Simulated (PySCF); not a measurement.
A structure optimised at B3LYP-D3(BJ)/def2-SVP, used in a PySCF frequency run:

```
C
H 1 1.1005
H 1 1.1020 2 109.12
C 1 1.5024 2 111.91 3 124.38
C 4 1.3418 1 126.01 2 -150.14
H 5 1.0927 4 121.28 1 -177.05
H 5 1.0954 6 117.15 4 179.33
H 4 1.0979 5 118.15 6 -1.08
Al 1 1.9474 2 112.93 3 -120.65
O 9 1.6989 1 119.05 2 135.72
H 10 0.9616 9 125.98 1 171.68
Cl 9 2.1148 10 119.52 11 -3.82
```
Charge 0, spin multiplicity 1.

Question: Write its SMILES and formula.

Answer: C=C[CH2][Al]([OH])[Cl], C3H6AlClO

Question: What are its rotational constants (standard atomic weights)?

Answer: 3.0303, 1.3810, 1.1113 GHz
